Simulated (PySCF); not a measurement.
## Electric properties by functional and basis

H6OSSi2.
SMILES: `[SiH3]S[SiH2]O`

PySCF, dipoles from the SCF density, polarisabilities from static response with core orbitals frozen. Isolated species at its PBE0-D3(BJ)/def2-SVP geometry (one conformer only).

The anisotropy is √(½[(α1 − α2)² + (α2 − α3)² + (α3 − α1)²]).

```json
{"level": "LDA/def2-SVPD", "μ (D)": "0.772", "α (Å³)": "12.67", "anisotropy (Å³)": "4.45"}
{"level": "PBE/def2-SVPD", "μ (D)": "0.693", "α (Å³)": "12.42", "anisotropy (Å³)": "4.36"}
{"level": "B3LYP/def2-SVPD", "μ (D)": "0.787", "α (Å³)": "11.98", "anisotropy (Å³)": "3.93"}
{"level": "PBE0/def2-SVPD", "μ (D)": "0.784", "α (Å³)": "11.89", "anisotropy (Å³)": "3.93"}
{"level": "BHandHLYP/def2-SVPD", "μ (D)": "0.882", "α (Å³)": "11.47", "anisotropy (Å³)": "3.54"}
{"level": "CAM-B3LYP/def2-SVPD", "μ (D)": "0.853", "α (Å³)": "11.78", "anisotropy (Å³)": "3.72"}
{"level": "wB97X-D/def2-SVPD", "μ (D)": "0.820", "α (Å³)": "11.74", "anisotropy (Å³)": "3.72"}
{"level": "LC-wPBE/def2-SVPD", "μ (D)": "0.854", "α (Å³)": "11.51", "anisotropy (Å³)": "3.61"}
{"level": "HF/def2-SVPD", "μ (D)": "0.935", "α (Å³)": "10.91", "anisotropy (Å³)": "3.05"}
{"level": "PBE0/6-31G*", "μ (D)": "0.818", "α (Å³)": "9.25", "anisotropy (Å³)": "3.62"}
{"level": "PBE0/6-31+G*", "μ (D)": "1.037", "α (Å³)": "10.45", "anisotropy (Å³)": "3.18"}
{"level": "PBE0/def2-SVP", "μ (D)": "0.678", "α (Å³)": "9.72", "anisotropy (Å³)": "3.59"}
{"level": "PBE0/aug-cc-pVDZ", "μ (D)": "0.742", "α (Å³)": "12.02", "anisotropy (Å³)": "3.99"}
{"level": "PBE0/def2-TZVP", "μ (D)": "0.695", "α (Å³)": "11.05", "anisotropy (Å³)": "3.98"}
{"level": "PBE0/def2-TZVPD", "μ (D)": "0.703", "α (Å³)": "11.99", "anisotropy (Å³)": "3.96"}
```

The dipole runs from 0.68 D (PBE0/def2-SVP) to 1.04 D (PBE0/6-31+G*). No reference polarisability is at hand; against PBE0 in the largest diffuse basis at hand (def2-TZVPD) the other PBE0 rows deviate by 6-31G* -23%, 6-31+G* -13%, def2-SVP -19%, def2-SVPD -1%, aug-cc-pVDZ 0%, def2-TZVP -8%. In one basis (def2-SVPD) the functionals order the polarisability from HF (lowest) to LDA (highest), a spread of 16%. With PBE0 the polarisability is 10.01 Å³ without diffuse functions (mean of 6-31G*, def2-SVP and def2-TZVP) and 11.59 Å³ with them (mean of 6-31+G*, def2-SVPD, aug-cc-pVDZ and def2-TZVPD).

Without π bonds the low states are Rydberg-like; a valence basis with one diffuse set may place them up to an eV too high.
